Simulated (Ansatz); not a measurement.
Geometry optimisation, Ansatz 0.2.0, RKS PBE/def2-SVP.

Input:

```yaml
crystal:
  periodic: [false, false, false]
  atoms:
    - { symbol: "N", position_ang: [-1.4063, 1.1284, -0.5122] }
    - { symbol: C, position_ang: [-0.7398, -0.0524, -0.3754] }
    - { symbol: F, position_ang: [-1.5591, -0.8658, 0.3365] }
    - { symbol: S, position_ang: [-0.3312, -0.7215, -1.9871] }
    - { symbol: "N", position_ang: [0.4055, 0.3235, 0.3608] }
    - { symbol: Si, position_ang: [1.4598, -0.7154, 1.1548] }
    - { symbol: H, position_ang: [-1.5657, 1.4942, 0.4357] }
    - { symbol: H, position_ang: [-2.3402, 0.9137, -0.8514] }
    - { symbol: H, position_ang: [-0.0952, 0.4633, -2.4943] }
    - { symbol: H, position_ang: [0.9253, 0.9776, -0.1777] }
    - { symbol: H, position_ang: [2.1584, -1.5169, 0.1456] }
    - { symbol: H, position_ang: [0.7188, -1.5863, 2.1011] }
    - { symbol: H, position_ang: [2.39, 0.1228, 1.8786] }
basis:
  gaussian: { orbitals: def2-SVP }
hamiltonian:
  xc: pbe
relax:
  f_tol: 0.015
  max_steps: 40
output:
  orbitals: {}
```

Launched with:

```bash
$ ansatz run input.yaml --threads 2 --pin off --max-ram 3072MiB --backend cpu --events-out ev --progress --plain --runs-dir out
```

Task: Where does it end, and by what steps?

Result: The run converged. After 14 steps the energy has fallen by 1.020 eV; H11 moved furthest, 0.60 Å.

```json
{"step": "0", "energy less start (eV)": "0.0000", "largest force component (eV/Å)": "3.049", "accepted": "yes"}
{"step": "1", "energy less start (eV)": "-0.8068", "largest force component (eV/Å)": "1.017", "accepted": "yes"}
{"step": "2", "energy less start (eV)": "-0.9491", "largest force component (eV/Å)": "0.665", "accepted": "yes"}
{"step": "3", "energy less start (eV)": "-0.9143", "largest force component (eV/Å)": "1.023", "accepted": "no"}
{"step": "4", "energy less start (eV)": "-0.9890", "largest force component (eV/Å)": "0.281", "accepted": "yes"}
{"step": "5", "energy less start (eV)": "-0.9997", "largest force component (eV/Å)": "0.082", "accepted": "yes"}
{"step": "6", "energy less start (eV)": "-1.0089", "largest force component (eV/Å)": "0.095", "accepted": "yes"}
{"step": "7", "energy less start (eV)": "-1.0098", "largest force component (eV/Å)": "0.254", "accepted": "yes"}
{"step": "8", "energy less start (eV)": "-1.0165", "largest force component (eV/Å)": "0.159", "accepted": "yes"}
{"step": "9", "energy less start (eV)": "-1.0178", "largest force component (eV/Å)": "0.175", "accepted": "yes"}
{"step": "10", "energy less start (eV)": "-1.0195", "largest force component (eV/Å)": "0.038", "accepted": "yes"}
{"step": "11", "energy less start (eV)": "-1.0200", "largest force component (eV/Å)": "0.026", "accepted": "yes"}
{"step": "12", "energy less start (eV)": "-1.0203", "largest force component (eV/Å)": "0.030", "accepted": "yes"}
{"step": "13", "energy less start (eV)": "-1.0204", "largest force component (eV/Å)": "0.020", "accepted": "yes"}
{"step": "14", "energy less start (eV)": "-1.0205", "largest force component (eV/Å)": "0.010", "accepted": "yes"}
```

```xyz
13
Properties=species:S:1:pos:R:3
N -1.589 1.134 -0.468
C -0.693 0.050 -0.392
F -1.223 -1.114 0.237
S -0.404 -0.621 -2.145
N 0.450 0.392 0.366
Si 1.468 -0.799 1.184
H -1.873 1.445 0.469
H -2.401 0.921 -1.054
H 0.105 0.553 -2.611
H 0.819 1.320 0.150
H 1.797 -1.969 0.300
H 0.846 -1.307 2.453
H 2.720 -0.040 1.526
```

Whether the end is a true minimum wasn't checked by a vibrational analysis.

Time of the run: 54 s on 2 threads of Arm Neoverse V1 (shared host), peak memory 0.19 GiB.
